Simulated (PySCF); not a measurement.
H5NSiTe.
Bonds: N1–Si2, Si2–Te3. Hydrogens: H4, H5 on N1; H6, H7 on Si2; H8 on Te3.

Computed by this run: PySCF, PBE0-D3(BJ)/def2-SVP geometry optimisation, gas phase, def2 core potentials past Kr; density fitting, grid level 1; the optimiser is geomeTRIC in internal coordinates, started from a GFN2-xTB structure with every atom displaced at random (about 0.01 Å).

The end geometry, which sets the zero of energy:
```
atom  x, y, z in Å
N1     -1.0558   -0.6696    0.2299
Si2    -0.0159    0.6893    0.0627
Te3     1.9992    0.1019   -1.3075
H4     -1.4143   -1.1734   -0.5718
H5     -1.6235   -0.7973    1.0590
H6     -0.5495    1.8743   -0.6847
H7      0.3337    1.1159    1.4488
H8      2.3811   -1.1583   -0.2883
```

Task: These geometries come from the run, each turned onto the end geometry. Order them by energy, lowest first.
A.
```
atom  x, y, z in Å
N1     -0.9381   -0.7016    0.3163
Si2     0.0026    0.7267    0.1019
Te3     1.9510    0.1134   -1.2850
H4     -1.0777   -1.2895   -0.4754
H5     -1.8027   -0.6127    0.8518
H6     -0.6294    1.8518   -0.6056
H7      0.3277    1.1541    1.4643
H8      2.2216   -1.2594   -0.4202
```
B.
```
atom  x, y, z in Å
N1     -1.0401   -0.6941    0.2537
Si2    -0.0120    0.6786    0.0735
Te3     1.9635    0.0844   -1.3416
H4     -1.3551   -1.2137   -0.5573
H5     -1.7255   -0.7132    1.0016
H6     -0.5616    1.8723   -0.6489
H7      0.3727    1.0939    1.4542
H8      2.4132   -1.1252   -0.2871
```
C.
```
atom  x, y, z in Å
N1     -1.0012   -0.7044    0.2786
Si2    -0.0152    0.7010    0.1058
Te3     1.9424    0.0955   -1.3263
H4     -1.2131   -1.2534   -0.5517
H5     -1.7610   -0.7203    0.9417
H6     -0.5809    1.8844   -0.6294
H7      0.3831    1.1838    1.4612
H8      2.3008   -1.2036   -0.3319
```

Result: B (0.003 eV), C (0.012 eV), A (0.078 eV).

In the order of the answer:

```tsv
step	E above end (eV)	largest force (eV/Å)	rms force component (eV/Å)	rms distance from end (Å)	rms bond change (Å)	bond most changed (Å)
5	0.003	0.07	0.020	0.067	0.003	N1–Si2 +0.005
1	0.012	0.34	0.115	0.122	0.006	Te3–H8 +0.010
0	0.078	0.94	0.360	0.207	0.023	Si2–Te3 -0.038
```

What follows is the cost of the whole optimisation. Time: 34 s of wall time; peak memory 0.42 GiB. Hardware: Arm Neoverse V1, one thread, shared host.
